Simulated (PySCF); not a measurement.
Simulation results for Ge2H7N, Ge2H9NSi

Calculation on a computer-drawn molecule: the log of a Hartree-Fock and frozen-core CCSD(T) single point meant for a local Hartree-Fock minimum, with one planted fault or none, to be diagnosed. Offsets are logged minus clean, where the clean run is the same molecule without the fault. The reference is restricted for singlets and unrestricted otherwise, and also for a bond in bohr or an excited solution. Adding or removing an electron swaps singlet and doublet. The excited solution moves the top pair (singlet) or top alpha electron (doublet) to the lowest empty orbital. Highest occupied and lowest empty are orbital energies over both spins, largest force is the largest gradient component, triples share is (T) over the correlation energy, the T1 limit is 0.02 restricted and 0.045 unrestricted, electrons count all cores, a negative frequency is imaginary (commonest isotopes), and the dipole is about the centre of nuclear charge; on germanium a core potential holds 10 electrons, which the energies leave out, and 3d is frozen in MP2 and coupled-cluster steps. Program: PySCF 2.14.0.

Common to all runs: meant charge 0; meant multiplicity 1; meant basis and core potential on germanium cc-pVDZ-PP ECP10MDF; logged SCF converged yes; possible faults no fault, one electron removed, one electron added, multiplicity raised by two, geometry at a saddle point, SCF held on an excited solution, minimal basis STO-3G, one bond length entered in bohr, all coordinates scaled.

(1) Ge2H7N

Logged structure:
```xyz
10
Ge2H7N
Ge     1.1900     0.7706     0.1146
N      1.2683     2.5170     0.6852
Ge    -0.0992     3.5749     1.3116
H      2.5907     0.1616     0.2337
H      0.2004     0.0359     1.0207
H      0.7221     0.6450    -1.3445
H      2.0456     3.0339     0.3111
H      0.5077     4.6889     2.1703
H     -1.0203     2.6856     2.1487
H     -0.9165     4.2177     0.1790
```

* meant basis: cc-pVDZ
* logged electrons: 78
* logged basis functions: 95
* logged spin squared: 0
* logged highest occupied: -3.1544 eV
* logged lowest empty: -4.1367 eV
* logged largest force: 0.13411 hartree/bohr
* logged CC converged: no
* logged dipole magnitude: 0.62069 debye
* logged SCF stable within its kind: no
* logged energy HF: -644.72213 hartree
* planted fault: SCF held on an excited solution
* HF energy offset from clean run: 346.7 kcal/mol

Drawn bonds:
| atom | other atom | order |
| --- | --- | --- |
| 1 | 2 | 1 |
| 2 | 3 | 1 |
| 1 | 4 | 1 |
| 1 | 5 | 1 |
| 1 | 6 | 1 |
| 2 | 7 | 1 |
| 3 | 8 | 1 |
| 3 | 9 | 1 |
| 3 | 10 | 1 |

Notes: CCSD not converged.

(2) Ge2H9NSi

Logged structure:
```xyz
13
Ge2H9NSi
Ge     2.0498     0.7382     0.4216
N      0.3023     1.1488    -0.0117
Si    -1.1773     0.2793     0.2090
Ge    -0.9121    -2.0890    -0.1256
H      2.9538     1.6219    -0.4396
H      2.2754    -0.7407     0.1108
H      2.3481     0.9987     1.9036
H      0.1741     2.1276    -0.2083
H     -2.1694     0.7867    -0.7709
H     -1.7790     0.4644     1.5570
H     -0.0441    -2.7358     0.9628
H     -2.2960    -2.7530    -0.0744
H     -0.2796    -2.4046    -1.4872
```

* meant basis: cc-pV(D+d)Z
* logged electrons: 93
* logged basis functions: 128
* logged spin squared: 0.7656
* logged highest occupied: -15.193 eV
* logged lowest empty: -5.9883 eV
* logged largest force: 0.078579 hartree/bohr
* logged T1 diagnostic: 0.038253
* logged D1 diagnostic: 0.25725
* logged triples share: 0.02654
* logged CC converged: yes
* logged dipole magnitude: 5.4885 debye
* logged SCF stable within its kind: yes
* logged energy HF: -935.10003 hartree
* logged energy CCSD(T): -935.62696 hartree
* planted fault: one electron removed
* HF energy offset from clean run: 187.1 kcal/mol
* CCSD(T) energy offset from clean run: 207.1 kcal/mol

Drawn bonds:
| atom | other atom | order |
| --- | --- | --- |
| 1 | 2 | 1 |
| 2 | 3 | 1 |
| 3 | 4 | 1 |
| 1 | 5 | 1 |
| 1 | 6 | 1 |
| 1 | 7 | 1 |
| 2 | 8 | 1 |
| 3 | 9 | 1 |
| 3 | 10 | 1 |
| 4 | 11 | 1 |
| 4 | 12 | 1 |
| 4 | 13 | 1 |
